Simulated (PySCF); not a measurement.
# [Tb(HCN)]3+ at several levels of theory

Computed with PySCF 2.14.0 (density fitting, no spin-orbit coupling) at the geometry relaxed with PBE0:

```xyz
4
[Tb(HCN)]3+ (singlet in the valence; each metal's 4f electrons, 8 of them, lie in its core potential, out of spins and levels)
Tb    0.0000    0.0000   -0.2431
N     0.0000    0.0000    1.9774
C     0.0000    0.0000    3.1437
H     0.0000    0.0000    4.2599
```

```csv
level,basis,state,HOMO (eV),gap (eV),charge on Tb1 (e),population of f-type functions on Tb1 (polarisation alone where 4f lies in the core),dipole about the centre of mass (D),largest force component (eV/Å)
PBE0,"Tb lcecp-1-SVP with ECP54, N def2-SVP, C def2-SVP, H def2-SVP",singlet,-27.06,7.22,2.50,0.02,4.87,0.00
PBE0,"Tb lcecp-1-TZVP with ECP54, N def2-TZVP, C def2-TZVP, H def2-TZVP",singlet,-26.97,7.15,2.59,0.02,4.92,0.87
```

In the lcecp rows the 4f levels are missing from HOMO and gap, and the state counts the valence alone.

Charges are Mulliken's, which hang on the basis. The relaxation used the grid (50, 194), these runs (75, 302) or, all-electron (x2c bases, spin-free X2C Hamiltonian), (99, 590).

Problem. A further run in the first row's basis gives HOMO (eV) -28.40, gap (eV) 9.64, charge on Tb1 (e) 2.50, population of f-type functions on Tb1 (polarisation alone where 4f lies in the core) 0.02, dipole about the centre of mass (D) 4.72, largest force component (eV/Å) 0.49. Which level was it?
A. CAM-B3LYP
B. HF

Solution. A. The others give HOMO -29.86 eV (HF).

In the first row's basis the gap widens with exact exchange: 7.2 eV for PBE0 (a fixed share); 9.6 to 13.8 eV for CAM-B3LYP, Hartree–Fock (rising or full at long range).

An lcecp potential fixes the number of 4f electrons, so in runs with it no electron can move into or out of that shell.
